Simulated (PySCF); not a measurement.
TlGa from Hartree–Fock to correlated methods

State: ³Π (triplet), unpaired electrons σ ↑, π ↑. Set-up: basis Tl cc-pVDZ-PP with ECP60, Ga cc-pVDZ-PP with ECP10; scalar-relativistic core potentials; PySCF 2.14. De refers to Tl + Ga in their high-spin ground configurations, without counterpoise correction. The functionals are run spin-unrestricted. A positive dipole means Tl(−)Ga(+).

```csv
Level,Re (Å),ωe (cm⁻¹),De (eV),μ (D)
UHF,2.974,123,0.58,-0.90
UHF-MP2,2.907,132,1.09,n/a
UHF-SCS-MP2,2.913,133,0.93,n/a
UHF-CCSD,2.944,126,1.01,n/a
UHF-CCSD(T),2.942,125,1.08,n/a
PBE,2.980,113,1.39,-0.56
BLYP,3.051,103,1.22,-0.40
r²SCAN,2.926,120,1.38,-0.66
B3LYP,2.989,113,1.17,-0.45
PBE0,2.930,122,1.28,-0.63
CAM-B3LYP,2.911,127,1.07,-0.43
B2PLYP,2.945,122,1.12,-0.55
```

Which functional lies closest to UHF-CCSD(T) in De, which farthest, and by how much do they differ from it?

Closest is CAM-B3LYP (-3.1 pm in Re, +1.6 % in ωe, -0.01 eV in De against UHF-CCSD(T) in the same basis), farthest PBE (+3.8 pm in Re, -9.6 % in ωe, +0.31 eV in De). CCSD(T) converges more slowly with the basis than the functionals do and binds too weakly in this one, so the order can change at the basis-set limit.

What does the step from GGA to meta-GGA do here, going from PBE to r²SCAN?

r²SCAN less PBE: -5.4 pm in Re, +6.2 % in ωe, -0.01 eV in De. 

What does the triples do here, going from UHF-CCSD to UHF-CCSD(T)?

UHF-CCSD(T) less UHF-CCSD: -0.2 pm in Re, -0.8 % in ωe, +0.07 eV in De. Correlation nearly always deepens the well. The bond shortens, as in weak, metallic or heavy-atom bonds, where dispersion and the correlation of outer-core electrons pull the atoms together.

Correlated steps freeze 8 core orbitals. Correlated levels converge slowly with the basis: in double zeta they bind strong bonds too weakly, by up to about 1 eV, and carry superposition errors of some tenths. These are scalar-relativistic numbers at best; spin–orbit coupling would shift them, the dissociation energy most. B2PLYP dipoles, levels and charges come from its SCF part alone. The state is the lowest determinant that a PBE0 search found; another state may lie lower at other levels.

The whole job (state search and all levels along the bond) took about 2.7 min on 1 thread of Intel Xeon Platinum 8259CL @ 2.50GHz (shared host), peak memory 0.53 GiB.
